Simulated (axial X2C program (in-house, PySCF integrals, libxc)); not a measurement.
**Potential curves of CaCu, with spin–orbit coupling**

Calculated with an in-house relativistic program for diatomic molecules. Two-component (2c) means X2C with spin–orbit coupling and atomic mean-field two-electron Coulomb and Gaunt terms. Basis: Cu dyall-cv3z [9s9p6d3f2g], Ca dyall-cv3z [11s12p6d4f] (cores contracted in-house); Gaussian nuclei, density fitting, unrestricted open shells. Masses: Cu 62.930 u, Ca 39.963 u.

State: Ω = 1/2 (⟨Sz⟩ = 0.50, ⟨Lz⟩ = 0.00 at PBE0). Energies in kJ/mol from the fragments at the same level (Cu + Ca). Fits are polynomials in 1 − R0/R over 0.85 to 1.23 times the lowest point R0.

```json
{"R (Å)": "2.3455", "PBE0": "-97.81"}
{"R (Å)": "2.4534", "PBE0": "-113.01"}
{"R (Å)": "2.5342", "PBE0": "-119.77"}
{"R (Å)": "2.6151", "PBE0": "-123.38"}
{"R (Å)": "2.6960", "PBE0": "-124.42"}
{"R (Å)": "2.7904", "PBE0": "-123.09"}
{"R (Å)": "2.8847", "PBE0": "-119.65"}
{"R (Å)": "3.0060", "PBE0": "-113.01"}
{"R (Å)": "3.1543", "PBE0": "-102.72"}
{"R (Å)": "3.3700", "PBE0": "-85.85"}
```

Occupations by symmetry block were frozen at the best pattern of an incomplete PBE0 search. Dissociation energies refer to the lowest single-determinant-based atoms at the same level and basis. Density functionals use the spin component along the axis (collinear).

(1) Fit the PBE0 curve near its minimum: give the equilibrium distance, the harmonic wavenumber and the well depth.

Results:

(1) At PBE0, 2c: Re = 2.694 Å, ωe ≈ 190 cm⁻¹, De = 1.29 eV to Cu + Ca; Be follows as 0.095 cm⁻¹.
